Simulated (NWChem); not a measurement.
System: SnN3H7; SMILES [NH2][SnH]([NH2])[NH2]

Here is an NWChem input.

```
start job
memory heap 200 mb stack 900 mb global 1100 mb
geometry units angstroms noautoz
  Sn     0.025616     0.017671    -0.206403
  N      0.043334     1.926578     0.601810
  N      1.555085    -1.177709     0.490925
  N     -1.621902    -1.008261     0.521763
  H      0.251105     0.203775    -1.922361
  H     -0.415222     1.935519     1.523868
  H     -0.484385     2.583580     0.009902
  H      2.466331    -0.775213     0.230867
  H      1.541517    -1.203411     1.520377
  H     -2.498136    -0.629182     0.136445
  H     -1.579597    -1.992587     0.220218
end
basis spherical
  * library sto-3g
end
dft
  xc xpbe96 cpbe96
  iterations 150
  mulliken
end
task dft energy
```

Output (shortened):

```
             Northwest Computational Chemistry Package (NWChem) 7.3.0
             --------------------------------------------------------

 C1  symmetry detected

                             Geometry "geometry" -> ""
                             -------------------------

 Output coordinates in angstroms (scale by  1.889725989 to convert to a.u.)

  No.       Tag          Charge          X              Y              Z
 ---- ---------------- ---------- -------------- -------------- --------------
    1 Sn                  50.0000     0.02597861     0.02268185    -0.24106479
    2 N                    7.0000     0.37257491     1.90396540     0.55774140
    3 N                    7.0000     1.32150663    -1.41657543     0.46930182
    4 N                    7.0000    -1.77762280    -0.69680063     0.48450029
    5 H                    1.0000     0.28679866     0.15693928    -1.95685606
    6 H                    1.0000    -0.08086016     1.99780243     1.47759777
    7 H                    1.0000    -0.03056467     2.63937855    -0.03987054
    8 H                    1.0000     2.28984948    -1.18024619     0.21149746
    9 H                    1.0000     1.29984015    -1.43366061     1.49879430
   10 H                    1.0000    -2.57308738    -0.17325521     0.09322907
   11 H                    1.0000    -1.90611767    -1.67517623     0.18804284

 Effective nuclear repulsion energy (a.u.)     408.1698752596

  pbe96 is a nonlocal functional; adding pw91lda local functional.

                                 NWChem DFT Module
                                 -----------------

 Summary of "ao basis" -> "ao basis" (spherical)
 ------------------------------------------------------------------------------
       Tag                 Description            Shells   Functions and Types
 ---------------- ------------------------------  ------  ---------------------
 Sn                          sto-3g                 11       27   5s4p2d
 N                           sto-3g                  3        5   2s1p
 H                           sto-3g                  1        1   1s

            General Information
            -------------------
          SCF calculation type: DFT
          Wavefunction type:  closed shell.
          No. of atoms     :    11
          No. of electrons :    78
           Alpha electrons :    39
            Beta electrons :    39
          Charge           :     0
          Spin multiplicity:     1
          Use of symmetry is: off; symmetry adaption is: off
          Maximum number of iterations: 150
          AO basis - number of functions:    49
                     number of shells:    27
          Convergence on energy requested:  1.00D-06
          Convergence on density requested:  1.00D-05
          Convergence on gradient requested:  5.00D-04

              XC Information
              --------------
          PerdewBurkeErnzerhof Exchange Functional  1.000
            Perdew 1991 LDA Correlation Functional  1.000 local
           PerdewBurkeErnz. Correlation Functional  1.000 non-local

             Grid Information
             ----------------
          Grid used for XC integration:  medium
          Radial quadrature: Mura-Knowles
          Angular quadrature: Lebedev.
          Tag              B.-S. Rad. Rad. Pts. Rad. Cut. Ang. Pts.
          ---              ---------- --------- --------- ---------
          Sn                  1.45      123           8.0       590
          N                   0.65       49          11.0       434
          H                   0.35       45          11.0       434
          Grid pruning is: on
          Number of quadrature shells:   585
          Spatial weights used:  Erf1

      Superposition of Atomic Density Guess
      -------------------------------------

 Sum of atomic energies:       -6127.30733404

      Non-variational initial energy
      ------------------------------

 Total energy =   -6127.463458
 1-e energy   =   -9293.207012
 2-e energy   =    2757.573679
 HOMO         =      -0.155230
 LUMO         =       0.267401

     ---------------------------------------------
      Total Density - Mulliken Population Analysis
     ---------------------------------------------

    Atom       Charge   Shell Charges
 -----------   ------   -------------------------------------------------------
    1 Sn  50    48.56   2.00  2.00  6.00  2.00  5.99  2.01  5.98  1.08  1.52 10.00  9.97
    2 N    7     7.89   2.00  1.69  4.20
    3 N    7     7.89   2.00  1.70  4.19
    4 N    7     7.89   2.00  1.70  4.19
    5 H    1     1.18   1.18
    6 H    1     0.77   0.77
    7 H    1     0.76   0.76
    8 H    1     0.77   0.77
    9 H    1     0.77   0.77
   10 H    1     0.77   0.77
   11 H    1     0.77   0.77

   convergence    iter        energy       DeltaE   RMS-Dens  Diis-err
 ---------------- ----- ----------------- --------- --------- ---------
 d= 0,ls=0.0,diis     1  -6130.6887983272 -6.54D+03  3.93D-02  5.96D-01
 d= 0,ls=0.0,diis     2  -6130.6116939060  7.71D-02  2.75D-02  9.55D-01
 d= 0,ls=0.0,diis     3  -6130.7787478781 -1.67D-01  4.86D-03  1.59D-02
 d= 0,ls=0.0,diis     4  -6130.7817536932 -3.01D-03  1.53D-03  2.01D-03
 d= 0,ls=0.0,diis     5  -6130.7821312688 -3.78D-04  4.80D-04  2.49D-04
  Resetting Diis
 d= 0,ls=0.0,diis     6  -6130.7821766166 -4.53D-05  8.17D-05  5.38D-06
 d= 0,ls=0.0,diis     7  -6130.7821779045 -1.29D-06  2.70D-05  1.58D-07
 d= 0,ls=0.0,diis     8  -6130.7821778709  3.36D-08  1.63D-05  3.72D-07
 d= 0,ls=0.0,diis     9  -6130.7821779374 -6.65D-08  2.24D-06  5.10D-09

         Total DFT energy =    -6130.782177937405
      One electron energy =    -9288.004694879462
           Coulomb energy =     2933.319802977077
    Exchange-Corr. energy =     -184.267161294665
 Nuclear repulsion energy =      408.169875259645

 Numeric. integr. density =       77.999971795148

                       DFT Final Molecular Orbital Analysis
                       ------------------------------------

 Vector   37  Occ=2.000000D+00  E=-7.185581D-02
              MO Center= -2.7D-01, -5.8D-01,  4.1D-01, r^2= 4.0D+00
   Bfn.  Coefficient  Atom+Function         Bfn.  Coefficient  Atom+Function
  ----- ------------  ---------------      ----- ------------  ---------------
    42      0.558363   4 N  pz               36      0.446621   3 N  py
    39      0.362211   4 N  s                34     -0.307437   3 N  s
    15      0.259338   1 Sn px               30      0.253412   2 N  px
    31      0.219540   2 N  py               43      0.205631   5 H  s
    37      0.193733   3 N  pz               35      0.124528   3 N  px

 Vector   38  Occ=2.000000D+00  E=-6.247177D-02
              MO Center=  6.5D-01,  1.0D+00,  5.2D-01, r^2= 3.1D+00
   Bfn.  Coefficient  Atom+Function         Bfn.  Coefficient  Atom+Function
  ----- ------------  ---------------      ----- ------------  ---------------
    30      0.730124   2 N  px               36     -0.442062   3 N  py
    29      0.429960   2 N  s                14     -0.141158   1 Sn s
    34      0.139218   3 N  s                39      0.132483   4 N  s
    40      0.124086   4 N  px               16     -0.118992   1 Sn py
    45     -0.116056   7 H  s                17     -0.109056   1 Sn pz

 Vector   39  Occ=2.000000D+00  E=-5.359726D-02
              MO Center= -3.8D-01, -6.6D-01,  5.1D-01, r^2= 3.9D+00
   Bfn.  Coefficient  Atom+Function         Bfn.  Coefficient  Atom+Function
  ----- ------------  ---------------      ----- ------------  ---------------
    42      0.650090   4 N  pz               36     -0.489171   3 N  py
    30     -0.307254   2 N  px               34      0.277494   3 N  s
    39      0.242226   4 N  s                37     -0.184212   3 N  pz
    31     -0.133293   2 N  py               43      0.120612   5 H  s
    40     -0.115198   4 N  px               35     -0.113067   3 N  px

 Vector   40  Occ=0.000000D+00  E= 1.470232D-01
              MO Center= -2.8D-01,  1.7D-01, -9.5D-02, r^2= 3.3D+00
   Bfn.  Coefficient  Atom+Function         Bfn.  Coefficient  Atom+Function
  ----- ------------  ---------------      ----- ------------  ---------------
    14      1.002756   1 Sn s                39     -0.536955   4 N  s
    43     -0.510267   5 H  s                29     -0.445483   2 N  s
    31      0.336518   2 N  py               34     -0.327851   3 N  s
    40     -0.322645   4 N  px               42      0.272738   4 N  pz
    36     -0.265706   3 N  py               30      0.245495   2 N  px

 Vector   41  Occ=0.000000D+00  E= 1.898958D-01
              MO Center=  2.4D-01, -7.7D-02, -1.3D-02, r^2= 3.0D+00
   Bfn.  Coefficient  Atom+Function         Bfn.  Coefficient  Atom+Function
  ----- ------------  ---------------      ----- ------------  ---------------
    15      0.951685   1 Sn px               36     -0.494674   3 N  py
    34     -0.452313   3 N  s                17      0.386797   1 Sn pz
    29     -0.366439   2 N  s                42     -0.311739   4 N  pz
    39      0.274644   4 N  s                11     -0.272325   1 Sn px
    40      0.214344   4 N  px               45      0.200005   7 H  s

 Vector   42  Occ=0.000000D+00  E= 2.194986D-01
              MO Center=  1.0D-01, -3.9D-02, -9.6D-02, r^2= 3.2D+00
   Bfn.  Coefficient  Atom+Function         Bfn.  Coefficient  Atom+Function
  ----- ------------  ---------------      ----- ------------  ---------------
    16      1.032056   1 Sn py               34      0.594443   3 N  s
    29     -0.567090   2 N  s                31      0.313525   2 N  py
    12     -0.291977   1 Sn py               30      0.252159   2 N  px
    47     -0.237874   9 H  s                46     -0.229894   8 H  s
    44      0.209835   6 H  s                17      0.204854   1 Sn pz

     ---------------------------------------------
      Total Density - Mulliken Population Analysis
     ---------------------------------------------

[...]
```

Level: PBE/STO-3G, non-relativistic. Structure relaxed at the PBE-D3(BJ)/def2-SVP (def2 core potentials past Kr) level. Not confirmed as a minimum by frequencies.
